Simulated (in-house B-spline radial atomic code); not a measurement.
Multiplet parameters of the 2p2 shell in the silicon ion Si⁸⁺ ([He] 2s2 2p2). Level of theory: non-relativistic Hartree-Fock, average of configuration, point nucleus; calculated with a radial B-spline atomic code at the basis-set limit.

Slater integrals: F^2 = 212301 cm⁻¹. Central-field spin-orbit parameter ζ(2p) = 4815 cm⁻¹ (bare central field on non-relativistic orbitals, without two-electron terms: too large for light atoms, too small for heavy ones).

With F₂ = F^2/25 = 8492 cm⁻¹:

Q: Where do the terms lie in LS coupling, without spin-orbit interaction?

A: In cm⁻¹ above the Hund's-rule term:
| term | expression | energy |
| --- | --- | --- |
| 3P | 0 F₂ | 0 |
| 1D | 6 F₂ | 50952 |
| 1S | 15 F₂ | 127381 |

Q: Is LS coupling a fair picture here?

A: Unscaled Hartree-Fock integrals overestimate measured term splittings, because correlation screens the repulsion; fits to spectra scale them down, most for low charges. Here ζ is 0.57 times F₂, so LS coupling is a fair start, though levels of equal J in close terms still mix.
